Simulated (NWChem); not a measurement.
Molecule: GeH$_{4}$S$_{2}$; SMILES [GeH2]([SH])[SH]

```xyz
7

Ge     0.0000     0.0000    -0.5965
S      1.8486     0.0479     0.6437
S     -1.8486    -0.0479     0.6437
H      0.0865     1.2727    -1.4527
H     -0.0865    -1.2727    -1.4527
H      1.5601    -1.0968     1.3007
H     -1.5601     1.0968     1.3007
```
Atoms are numbered in this order, from 1.

Results from NWChem. Pople sets run with spherical d functions. Structure relaxed at the PBE0/def2-SVP level. Vzz is the largest principal value of the second derivative of the potential at the nucleus (NWChem prints the opposite sign); η is the asymmetry. Non-relativistic.

Q: Order these runs by computing time, cheapest first, and give rough ratios: B3LYP/def2-SVP; Hartree-Fock/def2-TZVP; Hartree-Fock/cc-pVTZ.

A: B3LYP/def2-SVP (1), Hartree-Fock/def2-TZVP (3), Hartree-Fock/cc-pVTZ (20). Ratios are rough, from one shared machine; the cheapest took roughly 8 core-seconds. What differs between the cheapest and the dearest: Vzz Ge1 (a.u.) -0.798 → -1.142; η Ge1 0.79 → 0.71; Vzz S3 (a.u.) -2.177 → -2.124; η S3 0.59 → 0.71.
